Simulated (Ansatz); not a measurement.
BrFMg, SMILES `[F][Mg][Br]`, charge 0, multiplicity 1.

**Question.** Give a relaxed structure at PBE0-D4/def2-TZVP (Ansatz 0.2.0). (Estimate.)

**Answer.** Computed: 
Z-matrix (Å, degrees):
```
Mg
F 1 1.745
Br 1 2.318 2 180.0
```
Point group C∞v.
